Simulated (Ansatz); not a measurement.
C4H11GaO, SMILES `C[C](C)([GaH2])CO`, 17 atoms. Total charge 0; spin multiplicity 1. Correlated methods include outer-core shells of Ga, which these sets cover unevenly. Scalar relativity is left out up to krypton. Hardware: A = 2 threads of an AMD EPYC 7R13 on a shared host and a share of an NVIDIA H100 80 GB; B = 2 threads of an AMD EPYC 7R13 on a shared host. Correlated methods freeze the cores. Open-shell runs search over several starts.

(1) Give the basis size and wall time and peak host memory of each of these runs in Ansatz. RKS B2PLYP (frozen core)/def2-TZVPP energy [A]; RKS HSE06 (plane-wave form)-D4/def2-TZVPP energy [A]; UHF-CCSD(T)/def2-TZVPP energy of the cation [A]; RKS PBE0-D4/def2-SVP energy [B]; RHF-CCSD(T)/def2-TZVPP energy [A]; UKS B2PLYP (frozen core)/def2-TZVPP energy of the cation [A]; UKS ωB97X-V/def2-TZVPP energy of the cation [A]; UKS r2SCAN-D4/def2-TZVPP energy of the cation [A]; RKS ωB97M-V/def2-QZVPP energy [A]; RKS PBE-QIDH (frozen core)/def2-TZVPP energy [A]; RKS r2SCAN0-D4/def2-TZVPP energy [A]; RKS PBE0-D4/def2-QZVPP energy [A]. (Estimate.)

Results:

(1) The calculation gave: Other jobs shared the machine, so times are rough.

```
                                    level                       job  functions  wall time  peak host memory (GiB)
                RKS r2SCAN0-D4/def2-TZVPP                energy [A]        357      2.7 s                    0.89
RKS HSE06 (plane-wave form)-D4/def2-TZVPP                energy [A]        357      2.8 s                    0.87
                     RKS PBE0-D4/def2-SVP                energy [B]        157      3.8 s                    0.53
      RKS B2PLYP (frozen core)/def2-TZVPP                energy [A]        357        9 s                     1.6
    RKS PBE-QIDH (frozen core)/def2-TZVPP                energy [A]        357      9.5 s                     1.6
                   RKS PBE0-D4/def2-QZVPP                energy [A]        704       11 s                     1.2
                 UKS r2SCAN-D4/def2-TZVPP  energy of the cation [A]        357       14 s                       1
                   RKS ωB97M-V/def2-QZVPP                energy [A]        704       15 s                     1.4
                   RHF-CCSD(T)/def2-TZVPP                energy [A]        357       17 s                    0.83
      UKS B2PLYP (frozen core)/def2-TZVPP  energy of the cation [A]        357       18 s                     1.7
                   UKS ωB97X-V/def2-TZVPP  energy of the cation [A]        357       19 s                     1.1
                   UHF-CCSD(T)/def2-TZVPP  energy of the cation [A]        357    3.2 min                     1.7
```
